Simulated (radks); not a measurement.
The numbers below are computed, except where a source is named.
Numerical settings for the gadolinium ion Gd36+, [Ar] 3d10. Level of theory: Dirac Kohn-Sham, LDA (Slater exchange, Perdew-Wang correlation), spin-unpolarised, spherical densities, finite nucleus; Fermi nuclear charge, rms radius 5.1569 fm (a radial shooting solver on a logarithmic mesh with Libxc functionals). The defaults (mesh step 0.008 in ln r, mesh end at 40 bohr or more with all orbitals vanishing there, Anderson mixing 0.5 over 9 steps, residual threshold near 1e-9 with the energy settled to 1e-9 hartree or 1e-11 of itself, here a cap of 59 iterations) give E = -10505.0674 hartree and 3d5/2 at -2568.9 eV in 15 iterations. Run on one thread of a shared host, so times are rough (Intel(R) Xeon(R) Platinum 8488C): 0.09 s of CPU time, 0.09 s wall, 15 iterations on 2189 mesh points. Changes against that run (0 stands for a change within the tolerance of the run):

| setting | iterations | converged | E (mhartree) | e(3d5/2) (meV) | CPU (s) |
|---|---|---|---|---|---|
| mesh step in ln r 0.12 | 4 | no | diverged | - | 0.01 |
| mesh step in ln r 0.05 | 15 | yes | +0.0577 | -0.0222 | 0.02 |
| mesh step in ln r 0.02 | 15 | yes | 0 | 0 | 0.05 |
| mesh end (bohr) 8 | 15 | yes | 0 | 0 | 0.09 |
| mesh end (bohr) 5 | 15 | yes | 0 | 0 | 0.09 |
| residual threshold 0.01 | 8 | yes | 0 | +4.54 | 0.07 |
| residual threshold 0.1 | 8 | yes | 0 | +4.54 | 0.06 |
| mixing 0.05 | 16 | yes | 0 | 0 | 0.09 |
| linear mixing, mixing 0.8 | 15 | yes | 0 | 0 | 0.08 |
| linear mixing, mixing 0.2 | 59 | no | 0 | -1.1 | 0.3 |
| mixing history 2 | 20 | yes | 0 | 0 | 0.11 |
| iteration cap 8 | 8 | no | 0 | +2.23 | 0.06 |

No run marked as converged misses the energy by more than 1 mhartree. A mesh that ends early acts as a hard wall.
